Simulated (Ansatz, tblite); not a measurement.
Cost and result up the ladder for Li2I2⁻ (the lowest doublet isomer of a short search) (4 atoms). Charge -1, multiplicity 2. Geometry: r2SCAN-D4/def2-TZVPD.

```xyz
4

Li   -2.8584    1.2738    0.1407
Li    0.9548   -0.3002   -0.0656
I     3.4227    0.0475   -0.4114
I    -1.5190   -1.0211    0.3364
```

Ansatz on 4 threads of Arm Neoverse V1 on a shared host; xTB runs through tblite on one thread. Times are rough, summed over both states, and most runs start from the orbitals of an earlier one. ωB97X-V/def2-TZVPD serves as the yardstick here, not as an exact answer. Differences are given only for rows in sets of like size (and for xTB, whose basis is part of the method), since another set adds its own error. The other state is a quartet at its own geometry, which has other bonds, so the gap mixes isomer and spin.

In the def2 sets I takes a core potential, while STO-3G treats all electrons; there is no spin–orbit coupling. The xTB rows come from tblite. Correlated methods freeze 8 core orbitals; core or outer-core shells of Li, I are correlated, in sets that lack core-valence functions. The rows differ in basis, and correlated rows in double-zeta sets carry the largest basis error. In the quartet, I3 and I4 lie 3.23 Å apart (atoms count from 1), so these atoms are partly bonded to each other. The structure comes from a short search, and lower isomers may exist.

Correlated methods converge slowly with the basis, most of all in double-zeta sets.

xTB has no spin-polarisation term.

| level | functions | wall time | quartet − doublet (eV) | difference from ωB97X-V/def2-TZVPD (eV) | remarks |
| --- | --- | --- | --- | --- | --- |
| GFN1-xTB | 26 | 0.006 s | 3.37 | -0.67 | – |
| GFN2-xTB | 26 | 0.007 s | 4.75 | 0.70 | – |
| HF/STO-3G | 64 | 2.4 s | 4.49 | – | HOMO above zero (quartet) |
| LDA (SPW92)/def2-TZVPD | 152 | 3.1 s | 3.57 | -0.47 | HOMO above zero (doublet), HOMO above zero (quartet) |
| revPBE-D4/def2-TZVPD | 152 | 5.4 s | 3.46 | -0.58 | HOMO above zero (doublet), HOMO above zero (quartet) |
| PBE-D4/def2-TZVPD | 152 | 5.7 s | 3.48 | -0.56 | HOMO above zero (doublet), HOMO above zero (quartet) |
| PBE0-D4/def2-TZVPD | 152 | 8.8 s | 3.69 | -0.36 | HOMO above zero (quartet) |
| BHLYP-D4/def2-TZVPD (with forces) | 152 | 11 s | 3.97 | -0.07 | HOMO above zero (quartet) |
| MP2/def2-TZVPD | 152 | 11 s | 4.05 | 0.00 | – |
| r2SCAN-D4/def2-TZVPD | 152 | 15 s | 3.67 | -0.38 | HOMO above zero (doublet), HOMO above zero (quartet) |
| RPA@PBE/def2-TZVPD | 152 | 17 s | 3.70 | -0.35 | – |
| r2SCAN0-D4/def2-TZVPD | 152 | 17 s | 3.80 | -0.25 | HOMO above zero (quartet) |
| ωB97X-V/def2-TZVPD | 152 | 24 s | 4.04 | 0.00 | – |
| CCSD(T)/def2-SVPD | 94 | 69 s | 3.96 | – | – |
